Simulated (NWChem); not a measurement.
Isomers of C4H5Cl, each optimised at PBE0/def2-SVP with NWChem, gas phase unless a solvent is named. Flexible species stand in one conformer each, which need not be the lowest.  Relative energies count from the lowest isomer at each level and are electronic, without zero-point energy, on those geometries.

A: C(C(Cl)=C)=C
B: ClCCC#C
C: C1CCC=1Cl
D: CC=C=CCl

```tsv
quantity	A	B	C	D
relative energy, B3LYP/def2-TZVP (kcal/mol)	0.0	18.0	11.1	12.6
relative energy, Hartree-Fock/def2-TZVP (kcal/mol)	0.0	13.9	11.2	14.8
orbital gap (eV), PBE0/def2-SVP	5.84	8.68	7.26	6.79
```
